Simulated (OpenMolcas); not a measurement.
# Au7+: effect of the basis set

| Item | Value |
| --- | --- |
| Program | OpenMolcas 26.06 |
| Method | CASSCF |
| Active space | 4 electrons in 10 orbitals (5d 6d) |
| State averaging | 2S+1 = 5 even, 5 roots; 2S+1 = 3 even, 45 roots; 2S+1 = 1 even, 50 roots |
| Spin-orbit coupling | RASSI with atomic mean-field integrals over the reference wave functions, term energies averaged over their components |

A. ANO-R2 [8s6p5d3f1g], X2C, finite nucleus; cost about 100 core-seconds
B. ANO-RCC-VTZP [8s7p5d3f1g], DKH2, point nucleus; cost of the order of 70 core-seconds
C. ANO-RCC-VQZP [9s8p6d4f2g1h], DKH2, point nucleus; cost of the order of 2 core-minutes

Energies in cm-1 above 5d4 5D1.

```
            Level       A       B       C
          5d4 5D1     0.0     0.0     0.0
          5d4 5D2    6849    7206    6807
          5d4 5D3   11715   12188   11673
   5d4 3H4 [52 %]   24960   25414   24991
   5d4 3G3 [62 %]   30660   30955   30743
5d4 3F2(1) [59 %]   32073   32311   32180
          5d4 3H5   33160   33718   33226
5d4 3P1(1) [70 %]   34423   35032   34478
   5d4 3H6 [67 %]   36602   37220   36678
   5d4 3G4 [65 %]   40936   41590   41013
          5d4 3G5   53830   55175   53870
   5d4 1I6 [67 %]   56144   57420   56221
          5d4 3D1   56165   57276   56232
5d4 1S0(1) [69 %]   65146   66343   65277
   5d4 1F3 [54 %]   68585   69685   68722
5d4 3P2(2) [51 %]   71946   72613   72168
5d4 3F3(2) [74 %]   82048   83169   82242
       5d4 3P1(2)   83184   84284   83376
       5d4 3P0(2)   87610   88672   87816
5d4 1G4(2) [68 %]   87636   88717   87860
       5d4 1D2(2)  107504  108436  107820
       5d4 1S0(2)  135291  136186  135746
```

A puts 5d4 5D0 [58 %] lowest. B puts 5d4 5D0 [56 %] lowest. C puts 5d4 5D0 [58 %] lowest.

Among A to C the level of the table that moves most is 5d4 3G5, by 1300 cm-1 (lowest in A, highest in B).

Without dynamic correlation excited terms often stand tens of per cent too high (terms of higher spin than the ground term too low), and those without a measured partner can miss by more than the paired ones. Active for correlation alone: 6d; no level in the range computed is led by a configuration that fills it, so any true level of that kind is missing. Levels of configurations outside the active space are missing. The table leaves out levels that lie high or whose names do not pair safely across all columns.

A share in square brackets marks a mixed level and gives the weight of the term that names it, the lowest over the columns. A number in round brackets counts repeated terms of one configuration in the order of the reference energies.
